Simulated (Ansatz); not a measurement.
Potential energy curve for NH (anion, charge -1), lowest doublet found (which spin is the ground state isn't settled by this scan).

Computed with full CI/aug-cc-pVDZ, frozen core (Ansatz, a quantum-chemistry and plane-wave program).

Problem. Relative to R = 1.07 Å, what are the energies at R = 0.84, 1.22, 1.49, 1.82 Å?

Solution. 128.5 kJ/mol at 0.84 Å, 29.7 kJ/mol at 1.22 Å, 124.1 kJ/mol at 1.49 Å, 222.3 kJ/mol at 1.82 Å.

Where the anion isn't bound against loss of the electron, the finite basis alone holds it. Also computed but left out beside FCI, since their determinant holds another spin at the minimum (<S²> over 0.7 above the pure value): UHF, UMP2, UCCSD, UCCSD(T), UCCSDT, UCCSDT(Q).
